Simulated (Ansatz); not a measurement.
Consider the formal hydrolysis of the Sn–Cl bond: `CC(C)[O][Sn][Cl]` + H₂O → `CC(C)[O][Sn][OH]` + HCl.

Gas-phase electronic energies from Ansatz, PBE0-D4/def2-TZVP geometries. CCSD(T)/CBS is the MP2 limit (def2-TZVPP, def2-QZVPP) plus CCSD(T) − MP2 in def2-TZVPP, frozen cores. This one scheme is used for every species. DFT in def2-TZVPP. B3LYP here is the variant with VWN-RPA as its local correlation; programs differ in this. def2 core potentials past Kr. For Sn outer-core shells are correlated without core-valence functions, which leaves a few kJ/mol of doubt a bond. Each species was taken in one conformer, which may not be the lowest.

```json
{"level": "PBE-D4", "ΔE (kcal/mol)": "18.7", "difference from CCSD(T)/CBS": "-0.2"}
{"level": "r2SCAN-D4", "ΔE (kcal/mol)": "18.5", "difference from CCSD(T)/CBS": "-0.4"}
{"level": "PBE0-D4", "ΔE (kcal/mol)": "20.0", "difference from CCSD(T)/CBS": "1.1"}
{"level": "B3LYP-D4", "ΔE (kcal/mol)": "19.2", "difference from CCSD(T)/CBS": "0.3"}
{"level": "ωB97X-V", "ΔE (kcal/mol)": "18.0", "difference from CCSD(T)/CBS": "-0.9"}
{"level": "ωB97M-V", "ΔE (kcal/mol)": "18.4", "difference from CCSD(T)/CBS": "-0.5"}
{"level": "B2PLYP", "ΔE (kcal/mol)": "17.9", "difference from CCSD(T)/CBS": "-1.0"}
{"level": "PBE", "ΔE (kcal/mol)": "18.0", "difference from CCSD(T)/CBS": "-0.9"}
{"level": "r2SCAN", "ΔE (kcal/mol)": "18.4", "difference from CCSD(T)/CBS": "-0.5"}
{"level": "PBE0", "ΔE (kcal/mol)": "19.3", "difference from CCSD(T)/CBS": "0.4"}
{"level": "B3LYP", "ΔE (kcal/mol)": "18.1", "difference from CCSD(T)/CBS": "-0.8"}
{"level": "HF/def2-TZVPP", "ΔE (kcal/mol)": "20.3", "difference from CCSD(T)/CBS": "1.4"}
{"level": "MP2/def2-TZVPP", "ΔE (kcal/mol)": "18.4", "difference from CCSD(T)/CBS": "-0.5"}
{"level": "SCS-MP2/def2-TZVPP", "ΔE (kcal/mol)": "17.7", "difference from CCSD(T)/CBS": "-1.2"}
{"level": "CCSD/def2-TZVPP", "ΔE (kcal/mol)": "17.9", "difference from CCSD(T)/CBS": "-1.0"}
{"level": "CCSD(T)/def2-TZVPP", "ΔE (kcal/mol)": "17.6", "difference from CCSD(T)/CBS": "-1.3"}
{"level": "HF/def2-QZVPP", "ΔE (kcal/mol)": "20.2", "difference from CCSD(T)/CBS": "1.3"}
{"level": "MP2/def2-QZVPP", "ΔE (kcal/mol)": "19.1", "difference from CCSD(T)/CBS": "0.2"}
{"level": "SCS-MP2/def2-QZVPP", "ΔE (kcal/mol)": "18.4", "difference from CCSD(T)/CBS": "-0.5"}
{"level": "HF/CBS(def2)", "ΔE (kcal/mol)": "20.2", "difference from CCSD(T)/CBS": "1.3"}
{"level": "MP2/CBS(def2)", "ΔE (kcal/mol)": "19.7", "difference from CCSD(T)/CBS": "0.8"}
{"level": "CCSD/CBS(def2)", "ΔE (kcal/mol)": "19.2", "difference from CCSD(T)/CBS": "0.3"}
{"level": "CCSD(T)/CBS", "ΔE (kcal/mol)": "18.9", "difference from CCSD(T)/CBS": "0"}
```

Largest T1 diagnostic among the species: 0.016.

In def2-TZVPP, CCSD(T) changes the Hartree–Fock value by −2.6 kcal/mol (the triples alone add −0.2 kcal/mol) and MP2 by −1.9 kcal/mol. The D4 term adds +1.2 kcal/mol with B3LYP and +0.7 kcal/mol with PBE0; it sums over pairs of atoms, weighted by their polarisabilities, and B3LYP, whose exchange is more repulsive, gets the larger term. From PBE to PBE0 (25 % exact exchange), in def2-TZVPP and without D4, ΔE moves by +1.3 kcal/mol.
